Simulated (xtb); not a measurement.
C4H5, doublet, from a rough starting geometry; GFN2-xTB in xtb.

Input for xtb:
```
$ xtb mol.xyz --gfn 2 --uhf 1 --opt vtight --json

# file mol.xyz
9

C     -1.64337313    -1.18636790    -0.72414938
C     -0.38754917    -0.68570787    -0.61004734
C      0.02255167     0.34016688     0.36547632
C      1.18677430     0.84351684     0.43476953
H     -2.59461904    -1.05897035    -0.28666810
H      0.45003271    -0.99954016    -1.17637139
H     -0.83031492     0.70524323     1.02244852
H      2.09738277     0.49552671    -0.21874600
H      1.49055764     1.61533059     1.14504272
```

It wrote (shortened):

```
   ID    Z sym.   atoms
    1    6 C      1-4
    2    1 H      5-9

           -------------------------------------------------
          |                Calculation Setup                |
           -------------------------------------------------

           -------------------------------------------------
          |                 G F N 2 - x T B                 |
           -------------------------------------------------

          ...................................................
          :                      SETUP                      :
          :.................................................:
          :  # basis functions                  21          :
          :  # atomic orbitals                  21          :
          :  # shells                           13          :
          :  # electrons                        21          :
          :  max. iterations                   250          :
          :  Hamiltonian                  GFN2-xTB          :
          :  restarted?                      false          :
          :  GBSA solvation                  false          :
          :  PC potential                    false          :
          :  electronic temp.          300.0000000     K    :
          :  accuracy                    1.0000000          :
          :  -> integral cutoff          0.2500000E+02      :
          :  -> integral neglect         0.1000000E-07      :
          :  -> SCF convergence          0.1000000E-05 Eh   :
          :  -> wf. convergence          0.1000000E-03 e    :
          :  Broyden damping             0.4000000          :
          :  net charge                          0          :
          :  unpaired electrons                  1          :
          ...................................................

 iter      E             dE          RMSdq      gap      omega  full diag
   1    -11.1249429 -0.111249E+02  0.549E+00    2.32       0.0  T
   2    -11.1391380 -0.141951E-01  0.323E+00    2.21       1.0  T
   3    -11.1388649  0.273152E-03  0.671E-01    2.30       1.0  T
   4    -11.1388948 -0.299480E-04  0.404E-01    2.18       1.0  T
   5    -11.1401994 -0.130451E-02  0.128E-01    2.26       1.0  T
   6    -11.1403013 -0.101978E-03  0.732E-02    2.23       1.0  T
   7    -11.1403261 -0.247746E-04  0.332E-02    2.24       1.0  T
   8    -11.1403279 -0.175684E-05  0.271E-03    2.24      12.3  T
   9    -11.1403279 -0.599212E-08  0.238E-03    2.24      14.0  T
  10    -11.1403279 -0.376009E-07  0.151E-04    2.24     220.9  T
  11    -11.1403279  0.407994E-10  0.930E-05    2.24     358.4  T

   *** convergence criteria satisfied after 11 iterations ***

         :::::::::::::::::::::::::::::::::::::::::::::::::::::
         ::                     SUMMARY                     ::
         :::::::::::::::::::::::::::::::::::::::::::::::::::::
         :: total energy             -10.927171653052 Eh    ::
         :: gradient norm              0.179990676670 Eh/a0 ::
         :: HOMO-LUMO gap              2.242147460585 eV    ::
         ::.................................................::
         :: SCC energy               -11.140327874783 Eh    ::
         :: -> isotropic ES            0.001268880221 Eh    ::
         :: -> anisotropic ES          0.001705040226 Eh    ::
         :: -> anisotropic XC          0.013146630802 Eh    ::
         :: -> dispersion             -0.003945657513 Eh    ::
         :: repulsion energy           0.213156221730 Eh    ::
         :: add. restraining           0.000000000000 Eh    ::
         :: total charge               0.000000000000 e     ::
         :::::::::::::::::::::::::::::::::::::::::::::::::::::

      -----------------------------------------------------------
     |                   =====================                   |
     |                        A N C O P T                        |
     |                   =====================                   |
     |               Approximate Normal Coordinate               |
     |                Rational Function Optimizer                |
      -----------------------------------------------------------
      -----------------------------------------------------------
     |                   =====================                   |
     |                        A N C O P T                        |
     |                   =====================                   |
     |               Approximate Normal Coordinate               |
     |                Rational Function Optimizer                |
      -----------------------------------------------------------

          ...................................................
          :                      SETUP                      :
          :.................................................:
          :   optimization level         verytight          :
          :   max. optcycles                   200          :
          :   ANC micro-cycles                  20          :
          :   degrees of freedom                21          :
          :.................................................:
          :   RF solver                   davidson          :
          :   write xtbopt.log                true          :
          :   linear?                        false          :
          :   energy convergence         0.1000000E-06 Eh   :
          :   grad. convergence          0.2000000E-03 Eh/α :
          :   maxmium RF displ.          1.0000000          :
          :   Hlow (freq-cutoff)         0.1000000E-01      :
          :   Hmax (freq-cutoff)         5.0000000          :
          :   S6 in model hess.         20.0000000          :
          ...................................................

generating ANC from exact Hessian ...
Using Lindh-Hessian (1995)
 Shifting diagonal of input Hessian by    4.5646678062686765E-003
 Lowest  eigenvalues of input Hessian
    0.000000    0.000000    0.000000    0.000000    0.000000    0.000000
[...]
 * total energy  :   -10.9271717 Eh     change       -0.6731860E-10 Eh
 * total energy  :   -10.9409678 Eh     change       -0.1379615E-01 Eh
 * total energy  :   -10.9421833 Eh     change       -0.1215446E-02 Eh
 * total energy  :   -10.9422931 Eh     change       -0.1098626E-03 Eh
 * total energy  :   -10.9423241 Eh     change       -0.3095602E-04 Eh
 * total energy  :   -10.9423384 Eh     change       -0.1436819E-04 Eh
 * total energy  :   -10.9423398 Eh     change       -0.1357834E-05 Eh
 * total energy  :   -10.9423405 Eh     change       -0.6882101E-06 Eh
 * total energy  :   -10.9423407 Eh     change       -0.2221158E-06 Eh
 * total energy  :   -10.9423408 Eh     change       -0.1157207E-06 Eh
 * total energy  :   -10.9423409 Eh     change       -0.6539168E-07 Eh
   *** GEOMETRY OPTIMIZATION CONVERGED AFTER 11 ITERATIONS ***
[...]

 iter      E             dE          RMSdq      gap      omega  full diag
   1    -11.1657700 -0.111658E+02  0.398E-05    2.15       0.0  T
   2    -11.1657700 -0.756728E-12  0.333E-05    2.15    1001.4  T
   3    -11.1657700 -0.737366E-11  0.122E-05    2.15    2737.1  T

   *** convergence criteria satisfied after 3 iterations ***

         :::::::::::::::::::::::::::::::::::::::::::::::::::::
         ::                     SUMMARY                     ::
         :::::::::::::::::::::::::::::::::::::::::::::::::::::
         :: total energy             -10.942340887544 Eh    ::
         :: gradient norm              0.000046010099 Eh/a0 ::
         :: HOMO-LUMO gap              2.150509877538 eV    ::
         ::.................................................::
         :: SCC energy               -11.165769895502 Eh    ::
         :: -> isotropic ES            0.001610660286 Eh    ::
         :: -> anisotropic ES          0.001498610435 Eh    ::
         :: -> anisotropic XC          0.012100900103 Eh    ::
         :: -> dispersion             -0.003942785737 Eh    ::
         :: repulsion energy           0.223429007959 Eh    ::
         :: add. restraining           0.000000000000 Eh    ::
         :: total charge               0.000000000000 e     ::
         :::::::::::::::::::::::::::::::::::::::::::::::::::::

           -------------------------------------------------
          |                Property Printout                |
           -------------------------------------------------

    * Orbital Energies and Occupations

         #    Occupation            Energy/Eh            Energy/eV
      -------------------------------------------------------------
         1        2.0000           -0.6273398             -17.0708
         2        2.0000           -0.6071616             -16.5217
         3        2.0000           -0.5577827             -15.1780
         4        2.0000           -0.5445310             -14.8174
         5        2.0000           -0.5036363             -13.7046
         6        2.0000           -0.4873759             -13.2622
         7        2.0000           -0.4560779             -12.4105
         8        2.0000           -0.4517549             -12.2929
         9        2.0000           -0.4422467             -12.0341
        10        2.0000           -0.3898785             -10.6091
        11        1.0000           -0.3224911              -8.7754 (HOMO)
        12                         -0.2434613              -6.6249 (LUMO)
        13                         -0.1412081              -3.8425
        14                          0.1101005               2.9960
        15                          0.1514929               4.1223
        16                          0.1578963               4.2966
        17                          0.2056804               5.5968
        18                          0.3250352               8.8447
        19                          0.4173758              11.3574
        20                          0.5857680              15.9396
        21                          0.7649307              20.8148
      -------------------------------------------------------------
                  HL-Gap            0.0790298 Eh            2.1505 eV
             Fermi-level           -0.3195805 Eh           -8.6962 eV

     #   Z          covCN         q      C6AA      α(0)
     1   6 C        1.915    -0.108    34.092     9.430
     2   6 C        2.892    -0.024    28.601     8.768
     3   6 C        2.892    -0.018    28.454     8.746
     4   6 C        2.840    -0.087    30.162     9.000
     5   1 H        0.927     0.057     2.234     2.337
     6   1 H        0.925     0.059     2.208     2.323
     7   1 H        0.926     0.036     2.501     2.473
     8   1 H        0.926     0.043     2.405     2.425
     9   1 H        0.926     0.041     2.442     2.444

 Mol. C6AA /au·bohr⁶  :        880.979343
 Mol. C8AA /au·bohr⁸  :      21037.019277
 Mol. α(0) /au        :         47.946200

Wiberg/Mayer (AO) data.
largest (>0.10) Wiberg bond orders for each atom

 ---------------------------------------------------------------------------
     #   Z sym  total        # sym  WBO       # sym  WBO       # sym  WBO
 ---------------------------------------------------------------------------
     1   6 C    3.241 --     2 C    2.003     5 H    0.973     4 C    0.137
     2   6 C    3.988 --     1 C    2.003     3 C    1.030     6 H    0.928
     3   6 C    3.982 --     4 C    1.902     2 C    1.030     7 H    0.966
     4   6 C    3.992 --     3 C    1.902     8 H    0.975     9 H    0.972
                             1 C    0.137
     5   1 H    0.996 --     1 C    0.973
     6   1 H    0.995 --     2 C    0.928
     7   1 H    0.999 --     3 C    0.966
     8   1 H    0.998 --     4 C    0.975
     9   1 H    0.998 --     4 C    0.972
 ---------------------------------------------------------------------------

Topologies differ in total number of bonds
Writing topology from bond orders to xtbtopo.mol

molecular dipole:
                 x           y           z       tot (Debye)
 q only:        0.137       0.103       0.062
   full:        0.134       0.208       0.172       0.766
molecular quadrupole (traceless):
                xx          xy          yy          xz          yz          zz
 q only:        0.700      -0.262      -0.523      -0.754       0.287      -0.176
  q+dip:        3.607       0.057      -2.215      -2.300       1.266      -1.392
   full:        1.964      -0.577      -1.373      -1.779       0.370      -0.591

optimized geometry written to: xtbopt.xyz

           -------------------------------------------------
          | TOTAL ENERGY              -10.942340887544 Eh   |
          | GRADIENT NORM               0.000046010099 Eh/α |
          | HOMO-LUMO GAP               2.150509877538 eV   |
           -------------------------------------------------

normal termination of xtb
```
